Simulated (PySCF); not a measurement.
Compound: [(OH)3Si]2S.
Bonds: Si1–O2, Si1–O3, Si1–O4, Si1–S5, S5–Si6, Si6–O7, Si6–O8, Si6–O9. Hydrogens: H10 on O2; H11 on O3; H12 on O4; H13 on O7; H14 on O8; H15 on O9.

A GFN2-xTB structure was refined with PBE0-D3(BJ)/def2-SVP geometry optimisation, gas phase in PySCF 2.14.0. Its GFN2-xTB values:

```
   coordinate  GFN2-xTB
       Si1–O2   1.514 Å
       Si1–S5   2.182 Å
       O2–H10   0.982 Å
       S5–Si6   2.119 Å
       Si6–O7   1.665 Å
   Si1–S5–Si6     99.2°
    O2–Si1–O3    114.4°
    O2–Si1–O4    110.0°
    O2–Si1–S5    112.3°
    O3–Si1–O4    107.8°
    O3–Si1–S5    105.1°
    S5–Si6–O7    114.8°
    O7–Si6–O9    105.2°
Si1–S5–Si6–O7      -68°
O2–Si1–S5–Si6       63°
```

Q: How do these coordinates change at the PBE0-D3(BJ)/def2-SVP level?

A: 
| coordinate | PBE0-D3(BJ)/def2-SVP (Å or °) | change |
| --- | --- | --- |
| Si1–O2 | 1.637 | +0.123 |
| S5–Si6 | 2.102 | -0.017 |
| O2–H10 | 0.969 | -0.013 |
| Si1–S5 | 2.185 | +0.003 |
| Si6–O7 | 1.665 | 0.000 |
| Si1–S5–Si6 | 94.0 | -5.2 |
| O2–Si1–S5 | 107.7 | -4.6 |
| O3–Si1–S5 | 108.5 | +3.4 |
| O7–Si6–O9 | 103.3 | -1.9 |
| S5–Si6–O7 | 113.5 | -1.3 |
| O2–Si1–O4 | 108.8 | -1.2 |
| O2–Si1–O3 | 115.0 | +0.6 |
| O3–Si1–O4 | 107.9 | +0.1 |
| O2–Si1–S5–Si6 | 54 | -9 |
| Si1–S5–Si6–O7 | -64 | +4 |

The energy falls by 32.2 kcal/mol over 37 energy and gradient evaluations, the largest force component goes from 0.1242 to 2.2e-04 Eh/bohr, and the atoms move by 0.484 Å rms after alignment. The bond that changes most is Si1–O2 (ends: silicon bonded to 3 O and S; oxygen bonded to Si and H), which lengthens by 0.123 Å. Bonds longer at the end by more than 0.005 Å: 6 of 14; shorter: 6. Among the dihedrals that turn most is S5–Si1–O2–H10, from 79° to -26°. Rotational constants go from 1875, 671.2, 651.8 to 1810, 702.8, 678.3 MHz.

The run used 168 basis functions and 254 SCF cycles in all. The run took 24 min of wall time on an Intel Xeon at 2.50 GHz with one thread (shared host), and the process peaked at 0.73 GiB of memory.

Not checked by PBE0-D3(BJ)/def2-SVP frequencies. The numbers are those of one conformer.
